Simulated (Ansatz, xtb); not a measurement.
Relaxing a trial structure of BrGeH2O2Si+

The starting geometry of this gas-phase singlet was built from a drawn formula by distance geometry; its bonds are those of `[O]=[Ge]=[Si]([OH2+])Br`.

```yaml
atoms:
  - { symbol: Br, position_ang: [2.7494, -0.8745, 0.5220] }
  - { symbol: Ge, position_ang: [-0.7192, -0.4343, 1.8394] }
  - { symbol: O, position_ang: [-1.9227, -1.0404, 2.7054] }
  - { symbol: O, position_ang: [0.3325, 1.3440, -0.5079] }
  - { symbol: Si, position_ang: [0.8697, 0.3305, 0.8082] }
  - { symbol: H, position_ang: [-0.3221, 1.0340, -1.1634] }
  - { symbol: H, position_ang: [0.8692, 2.2377, -0.6085] }
```

Task: Where would you expect an optimisation with r2SCAN-D4/def2-SVP to take it?

Result: It rearranges, giving a structure given below by its coordinates. Distances that change by over a tenth: O4–Si5 (1.75 → 2.03 Å). Contacts that open: Ge2–Si5 (2.04 → 3.47 Å). Contacts that close: O3–Si5 (3.64 → 1.82 Å).

The energy falls by 4.90 eV over 54 steps:

```json
{"step": "1", "E − E(last) (eV)": "4.896"}
{"step": "7", "E − E(last) (eV)": "2.204"}
{"step": "13", "E − E(last) (eV)": "2.116"}
{"step": "19", "E − E(last) (eV)": "2.115"}
{"step": "25", "E − E(last) (eV)": "2.113"}
{"step": "30", "E − E(last) (eV)": "2.103"}
{"step": "36", "E − E(last) (eV)": "1.760"}
{"step": "42", "E − E(last) (eV)": "0.221"}
{"step": "48", "E − E(last) (eV)": "0.015"}
{"step": "54", "E − E(last) (eV)": "0.000"}
```

Final geometry (Å):

```yaml
atoms:
  - { symbol: Br, position_ang: [2.2133, -0.7652, -0.0009] }
  - { symbol: Ge, position_ang: [-1.3686, -1.4962, 2.4514] }
  - { symbol: O, position_ang: [-0.2996, -0.4376, 1.7002] }
  - { symbol: O, position_ang: [0.0099, 1.3456, -0.2956] }
  - { symbol: Si, position_ang: [1.0640, 0.6971, 1.3094] }
  - { symbol: H, position_ang: [0.2763, 0.9427, -1.1458] }
  - { symbol: H, position_ang: [-0.0385, 2.3104, -0.4234] }
```

From the same start GFN2-xTB ends elsewhere, differing in Ge2–O4 (2.23 against 4.19 Å here), O4–Si5 (3.99 against 2.03 Å here).

No frequencies were run, so the end isn't proven a minimum. Run with Ansatz 0.2.0, 93 s on 2 threads of Intel(R) Xeon(R) 6975P-C (Granite Rapids), on a shared host.
